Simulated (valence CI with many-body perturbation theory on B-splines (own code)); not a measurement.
# Pr²⁶⁺: one-electron terms

Computed by relativistic CI+MBPT: five valence electrons over a frozen Dirac-Fock core [Ar] 3d10, radial functions for each j: 11 s, 11 p, 10 d, 8 f, 5 g, 2 h, with the one-electron correlation potential Σ1, the two-electron term Σ2, the three-electron term Σ3, Breit, model QED; selected CI, second order for the rest, scaled by the run's own slope (own B-spline code, finite nucleus).

No measured spectrum was set against this ion. As an estimate, large intervals hold to a few tenths of a per cent, small ones and those within an open d or f shell to about a per cent. Among the levels kept, up to 2000 cm⁻¹ of a level comes from second order outside the variational space, and about a tenth of that is noise between levels of different J, which matters for small intervals.

These are the spectroscopic orbitals of the CI (the correlating ones are not listed), shaped by the core and the other valence electrons. h is the expectation value of the core's Dirac-Fock operator, without the valence repulsion; Σ1 is computed up to l = 3 at one energy for each symmetry, that of its lowest orbital but kept below the first core excitation, so for empty shells it is not the orbital's own correlation shift; Breit and QED include the response of the core.

```csv
Orbital,h (hartree),Σ1 (cm⁻¹),Breit (cm⁻¹),QED (cm⁻¹),⟨r⟩ (bohr)
4s1/2,-42.935,-12640,4863,3659,0.5645
5s1/2,-25.237,-4336,2072,1580,0.9739
6s1/2,-16.621,-2043,1052,813,1.499
7s1/2,-11.778,-1147,614,477,2.132
8s1/2,-8.7831,-712,390,304,2.875
9s1/2,-6.8011,-474,264,205,3.730
4p1/2,-40.59,-12924,7545,-62.0,0.5685
5p1/2,-24.114,-4509,3247,-24.5,0.9937
6p1/2,-16.007,-2178,1695,-12.3,1.530
7p1/2,-11.407,-1239,1003,-7.1,2.177
8p1/2,-8.5412,-776,643,-4.5,2.934
9p1/2,-6.6351,-520,437,-3.0,3.802
4p3/2,-39.478,-11736,4662,297,0.5862
5p3/2,-23.605,-4222,2017,131,1.017
6p3/2,-15.732,-2067,1119,69.4,1.558
7p3/2,-11.241,-1184,664,41.4,2.210
8p3/2,-8.4338,-746,427,26.7,2.972
9p3/2,-6.5615,-501,291,18.2,3.845
4d3/2,-35.7,-12486,3036,-202,0.5866
5d3/2,-21.824,-4539,1357,-86.4,1.044
6d3/2,-14.759,-2283,738,-46.3,1.608
7d3/2,-10.65,-1327,447,-27.7,2.282
8d3/2,-8.0485,-844,291,-17.9,3.067
4d5/2,-35.468,-12078,1806,-76.4,0.5915
5d5/2,-21.715,-4404,783,-31.1,1.050
6d5/2,-14.698,-2216,425,-16.2,1.615
7d5/2,-10.613,-1289,255,-9.5,2.291
8d5/2,-8.0241,-820,166,-6.1,3.077
4f5/2,-31.434,-11739,904,-93.7,0.5649
5f5/2,-19.93,-3831,415,-45.8,1.053
6f5/2,-13.736,-1885,225,-25.9,1.643
7f5/2,-10.032,-1093,136,-16.0,2.344
4f7/2,-31.39,-11465,233,-58.0,0.5665
5f7/2,-19.904,-3737,108,-27.9,1.055
6f7/2,-13.72,-1840,60.2,-15.5,1.646
7f7/2,-10.021,-1067,36.6,-9.5,2.346
5g7/2,-19.096,,18.3,-6.8,0.9842
6g7/2,-13.259,,16.4,-4.8,1.587
7g7/2,-9.7349,,12.2,-3.4,2.302
5g9/2,-19.086,,-11.9,0.3,0.9850
6g9/2,-13.254,,-10.3,-0.7,1.588
7g9/2,-9.7314,,-7.7,-0.7,2.303
6h9/2,-13.151,,,,1.436
6h11/2,-13.147,,,,1.437
```

Among the shells of the start configuration 4s2 4p3, Σ1 is largest in size for 4p1/2, where it is 0.15 % of h.

Lowest root of each symmetry, sizes in configuration state functions:

```tsv
J	Parity	Roots	Reference	Variational	Second order	Change by selected CI (cm⁻¹)	Change by second order (cm⁻¹)
1/2	even	9	64	32000	982458	-11036	-143
3/2	even	13	107	31995	2124477	-9927	-419
5/2	even	12	118	31991	2836993	-8463	-499
7/2	even	6	96	31987	2522496	-11246	-584
9/2	even	3	67	31997	2320932	-11796	-328
1/2	odd	22	98	32000	1287104	-9052	-321
3/2	odd	35	166	31996	2438004	-7446	-594
5/2	odd	35	185	31975	3208482	-7083	-859
7/2	odd	29	168	31990	3782263	-11161	-1064
9/2	odd	15	122	31980	3622654	-12146	-725
11/2	odd	5	74	31995	3005985	-13809	-566
```
